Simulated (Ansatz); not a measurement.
Ansatz (a quantum-chemistry and plane-wave program) input for C4H7FSi, SMILES C1C=C([SiH3])[C@@H]1F, PBE/def2-SVPD. Geometry: TPSSh-D3(BJ)/def2-SVP. The structure was generated by enumeration; whether it is a known compound was not checked.

Ansatz 0.2 input:
```yaml
crystal:
  periodic: [false, false, false]
  atoms:
    - {symbol: F, position_ang: [-0.98351624, 1.52299993, 0.98178139]}
    - {symbol: C, position_ang: [-0.90344422, 0.75910589, -0.16605439]}
    - {symbol: C, position_ang: [-1.95439498, -0.38063823, -0.30064497]}
    - {symbol: C, position_ang: [-0.74512804, -1.27918323, -0.43278104]}
    - {symbol: C, position_ang: [0.17637000, -0.31472690, -0.19543628]}
    - {symbol: Si, position_ang: [2.03532575, -0.27718913, -0.01158523]}
    - {symbol: H, position_ang: [-0.87584565, 1.45073095, -1.02583075]}
    - {symbol: H, position_ang: [-2.65713370, -0.32426593, -1.14965938]}
    - {symbol: H, position_ang: [-2.52358884, -0.51853223, 0.63230786]}
    - {symbol: H, position_ang: [-0.65196953, -2.34346416, -0.67144515]}
    - {symbol: H, position_ang: [2.41768832, 0.09426267, 1.37809268]}
    - {symbol: H, position_ang: [2.62111492, 0.73070053, -0.93938608]}
    - {symbol: H, position_ang: [2.58640345, -1.62312867, -0.32841817]}
basis:
  gaussian:
    orbitals: def2-SVPD
hamiltonian:
  xc: {name: PBE}
```

Log of the run:

```
WARN ansatz: RAYON_NUM_THREADS=2 ignored (pool sized by the plan → 2); use --threads N
Functional definition: PBE
integrals: 0.12 GiB planned
1537 factors; their error is unknown
mean field: 0.84 GiB planned
mean field evaluation 1: about -14827.0628 eV, gradient 5.6e1 eV
mean field evaluation 2: about -14811.0530 eV, gradient 9.6e1 eV
mean field evaluation 4: about -14835.2684 eV, gradient 8.7e0 eV
mean field evaluation 8: about -14835.4182 eV, gradient 2.8e-1 eV
mean field evaluation 16: about -14835.3317 eV, gradient 6.2e-4 eV
mean field -14835.33173478 eV, -545.1883855040 hartree, gradient 7.3e-5 eV, S^2 0.000000; 0 other end points of the search recorded, 0 dependent functions left out
reference -14835.33178684 eV, -545.1883874172 hartree; 27, 27 occupied and 156, 156 virtual orbitals, 1537 factors
Total energy: -14835.33178684 eV, -545.1883874172 hartree
```

The calculation finished and met its thresholds.
